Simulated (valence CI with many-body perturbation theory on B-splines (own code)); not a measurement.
## Yb³⁹⁺: input, log and results

Computed by relativistic CI+MBPT: three valence electrons over a frozen Dirac-Fock core [Ar] 3d10, radial functions for each j: 11 s, 11 p, 9 d, 7 f, 5 g, 2 h, 1 i, with the one-electron correlation potential Σ1 (screened to all orders), the two-electron term Σ2, the three-electron term Σ3, Breit, model QED; selected single and double excitations, second order for the rest (own B-spline code, finite nucleus).

Command, and the settings that its task file holds:

```sh
python run_cv.py task.json out
```

```
atom Yb  Z=70  mass_number=174  rms_radius_fm=5.3108
core [Ar] 3d10
valence 4s2 4p1
avg = 1
basis = L
breit = 1
cap = 40000
capref = 1200
cscale = 1
de = 0.0
dress = 0
eps = 2e-08
h = 0.27
hh = 1
l2 = 3
lcore = 6
maxit = 60
n2 = 5
natural = 1
nlev = 60
nno = [7, 7, 6, 5, 4, 2, 1]
nroot = 26
nsp = [4, 4, 3, 2, 1, 0, 0]
pt2 = 1
qed = 1
rpa = 1
s1 = 1
s2 = 1
s3 = 1
screen = 1
tol = 2e-05
```

**Question.** Roughly how long does this run take on one core of Arm Neoverse V2, and how much memory?

**Answer.** 95 s on 1 thread of Arm Neoverse V2 (shared host), peak memory 0.66 GiB.

Log. The first blocks belong to the next ion, which gives the ionisation energy. Fields: 2J, parity (1 odd), roots, reference size, generating configurations, candidates as configurations/state functions, variational space P, stored matrix elements, Davidson steps; e2 is the range of second-order energies in hartree. The first line gives the box (bohr), its intervals, the orbitals and the steps of their self-consistent field. Window is the range of levels sought, series limit the energy at which the first omitted orbital would enter, core excitation an estimate of the first excitation out of the core, left out the lowest levels not solved, and shifts from estimates the range by which levels moved from their first estimate, all in cm⁻¹.

```
rmax 3.7 intervals 58 orbitals 81 references ['4s2 4p', '4s 4p2', '4s2 4d', '4p3', '4s 4p 4d'] scf 3 t 1.0
2J=0 par=0 roots 2 ref 18 generators 4 cand 364/364 P 351/351 nnz 0 it 0
2J=0 par=0 roots 2 ref 18 generators 4 cand 31/31 P 374/374 nnz 0 it 0
   second order: generators 8 cand 8/8 e2 -0.00000 -0.00000
reference levels 676, estimated 170, window 3850492 1/cm; series limit 9788444, core excitation 11190408
2J=1 par=1 roots 7 ref 47 generators 14 cand 5824/9216 P 3235/4835 nnz 3.2e+06 it 5
2J=1 par=1 roots 7 ref 47 generators 16 cand 4359/6928 P 4119/6237 nnz 5e+06 it 5
   second order: generators 20 cand 4333/6928 e2 -0.00001 -0.00000
2J=3 par=1 roots 12 ref 77 generators 19 cand 8062/18315 P 3880/7999 nnz 8.4e+06 it 6
2J=3 par=1 roots 12 ref 77 generators 24 cand 5526/12892 P 5253/11217 nnz 1.5e+07 it 6
   second order: generators 31 cand 4153/9674 e2 -0.00003 -0.00000
2J=1 par=0 roots 7 ref 45 generators 15 cand 5818/9232 P 3470/5169 nnz 3.6e+06 it 4
2J=1 par=0 roots 7 ref 45 generators 21 cand 4119/6608 P 4377/6624 nnz 5.6e+06 it 4
   second order: generators 24 cand 4087/6559 e2 -0.00001 -0.00000
2J=3 par=0 roots 11 ref 74 generators 17 cand 8054/18294 P 3893/8000 nnz 8.1e+06 it 5
2J=3 par=0 roots 11 ref 74 generators 24 cand 5475/12867 P 5501/11803 nnz 1.6e+07 it 4
   second order: generators 30 cand 6215/14893 e2 -0.00002 -0.00000
2J=5 par=0 roots 12 ref 79 generators 19 cand 8809/23152 P 3669/8000 nnz 7.7e+06 it 6
2J=5 par=0 roots 12 ref 79 generators 25 cand 6357/17731 P 6206/15152 nnz 2.5e+07 it 9
   second order: generators 34 cand 7688/22173 e2 -0.00003 -0.00000
2J=5 par=1 roots 10 ref 78 generators 18 cand 8834/23120 P 3564/8000 nnz 7.9e+06 it 4
2J=5 par=1 roots 10 ref 78 generators 22 cand 6471/17698 P 5333/12745 nnz 1.9e+07 it 4
   second order: generators 31 cand 7402/21463 e2 -0.00002 -0.00001
2J=7 par=1 roots 6 ref 65 generators 12 cand 8541/23522 P 3362/7711 nnz 7.8e+06 it 5
2J=7 par=1 roots 6 ref 65 generators 20 cand 7725/23065 P 4454/10701 nnz 1.4e+07 it 5
   second order: generators 29 cand 7965/24589 e2 -0.00002 -0.00001
2J=9 par=1 roots 2 ref 43 generators 8 cand 7350/20415 P 2516/5075 nnz 3.4e+06 it 4
2J=9 par=1 roots 2 ref 43 generators 11 cand 6157/17882 P 3732/8341 nnz 8.5e+06 it 5
   second order: generators 17 cand 6309/19628 e2 -0.00005 -0.00002
2J=7 par=0 roots 7 ref 60 generators 11 cand 8492/23485 P 3537/7997 nnz 7.5e+06 it 5
2J=7 par=0 roots 7 ref 60 generators 18 cand 6137/18047 P 5654/14374 nnz 2.3e+07 it 6
   second order: generators 24 cand 6776/21014 e2 -0.00004 -0.00001
2J=9 par=0 roots 3 ref 41 generators 7 cand 7383/20452 P 2949/6549 nnz 5.9e+06 it 4
2J=9 par=0 roots 3 ref 41 generators 11 cand 5718/16443 P 4248/10291 nnz 1.4e+07 it 4
   second order: generators 19 cand 5826/17739 e2 -0.00003 -0.00002
left out: unestimated 5577663, estimated 4237754, shifts from estimates -3 to 46
operators 2.4
```

The Davidson iterations converged.

The last digits are not significant, and no measured levels were compared; by estimate large intervals hold to a few tenths of a per cent, small ones and those within an open d or f shell to about a per cent.

- Valence energy: -215.4791 hartree
- Ionisation energy: 1847 eV (NIST: 1845 ± 4 eV (theoretical))
- Reference configurations for the orbitals: 4s2 4p, 4s 4p2, 4s2 4d, 4p3, 4s 4p 4d
- Radial orbitals: 81
- Box radius: 3.733 bohr
- Largest variational space: 15152
- Lowest levels: (4s^2 4p1/2) J=1/2 0, (4s^2 4p3/2) J=3/2 587840, (4s 4p1/2^2) J=1/2 699160, (4s 4p1/2 4p3/2) J=3/2 [a] 1192700, (4s 4p1/2 4p3/2) J=5/2 1253800, (4s 4p1/2 4p3/2) J=3/2 [b] 1341900, (4s 4p1/2 4p3/2) J=1/2 1363600, (4s^2 4d3/2) J=3/2 1764900, (4s 4p3/2^2) J=5/2 1784900, (4s^2 4d5/2) J=5/2 1927900, (4s 4p3/2^2) J=1/2 1951600, (4s 4p3/2^2) J=3/2 1982400, (4p1/2^2 4p3/2) J=3/2 2047400, (4s 4p1/2 4d3/2) J=3/2 [a] 2318900 cm⁻¹

Levels are named by their leading jj configuration (3d3/2^4 stands for four electrons in 3d with j = 3/2), which in mixed levels can hold well under half, so a name can repeat and another be missing. Letters in brackets count levels of one name in rising energy.
